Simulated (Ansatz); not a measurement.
Gas-phase electronic energies from Ansatz, PBE0-D4/def2-TZVP geometries. CCSD(T)/CBS is the MP2 limit (def2-TZVPP, def2-QZVPP) plus CCSD(T) − MP2 in def2-TZVPP, frozen cores. For Ge outer-core shells are correlated without core-valence functions, which leaves a few kJ/mol of doubt a bond. Scalar relativity is left out up to krypton. One conformer a species, not always the lowest.

Consider the cleavage of the B–Si bond: `B[SiH](C)BF` + `[OH][GeH3]` → `FB[O][GeH3]` + `B[SiH2]C`.

`B[SiH](C)BF`:

Z-matrix (Å, degrees):
```
Si
C 1 1.880
B 1 2.041 2 112.7
B 1 2.001 2 115.7 3 -116.8
H 1 1.496 2 111.1 3 117.9
H 2 1.092 1 111.3 3 -60.3
H 2 1.092 1 110.2 3 59.5
H 2 1.092 1 111.1 3 179.1
F 3 1.324 1 120.0 2 -19.2
H 3 1.203 1 123.9 2 162.0
H 4 1.197 1 122.1 2 18.1
H 4 1.196 1 120.4 2 -166.0
```

`[OH][GeH3]`:

Z-matrix (Å, degrees):
```
Ge
O 1 1.783
H 1 1.531 2 104.3
H 1 1.541 2 109.9 3 119.6
H 1 1.541 2 109.9 3 -119.6
H 2 0.959 1 112.7 3 180.0
```

`FB[O][GeH3]`:

Z-matrix (Å, degrees):
```
Ge
O 1 1.794
H 1 1.535 2 108.4
H 1 1.532 2 105.8 3 120.5
H 1 1.532 2 105.8 3 -120.5
B 2 1.337 1 127.1 3 0.5
F 6 1.328 2 118.4 1 179.8
H 6 1.202 2 123.7 1 -0.2
```

`B[SiH2]C`:

Cartesian coordinates in Å:
```
B -0.141 -1.758 -0.577
Si 0.668 -0.034 0.065
C -0.534 1.374 0.369
H -1.317 -1.931 -0.714
H 0.576 -2.683 -0.833
H 1.701 0.389 -0.930
H 1.406 -0.348 1.328
H -1.276 1.092 1.119
H -0.015 2.267 0.723
H -1.067 1.632 -0.549
```

Task: Is it downhill or uphill in electronic energy at CCSD(T)/CBS, and by how much? (Best estimate.)

Result: The calculation gave: Downhill: ΔE = -1.87 eV.

Task: What do these levels give: HF/def2-TZVPP, MP2/def2-TZVPP, HF/def2-QZVPP, MP2/def2-QZVPP, SCS-MP2/def2-QZVPP, MP2/CBS(def2)? (An estimate is asked.)

Result: Computed: HF/def2-TZVPP -2.13, MP2/def2-TZVPP -1.96, HF/def2-QZVPP -2.14, MP2/def2-QZVPP -1.94, SCS-MP2/def2-QZVPP -1.96, MP2/CBS(def2) -1.92 eV.

Largest T1 diagnostic among the species: 0.014.

From PBE to PBE0 (25 % exact exchange), in def2-TZVPP and without D4, ΔE moves by −0.10 eV. In def2-TZVPP, CCSD(T) changes the Hartree–Fock value by +0.22 eV (the triples alone add +0.03 eV) and MP2 by +0.17 eV.
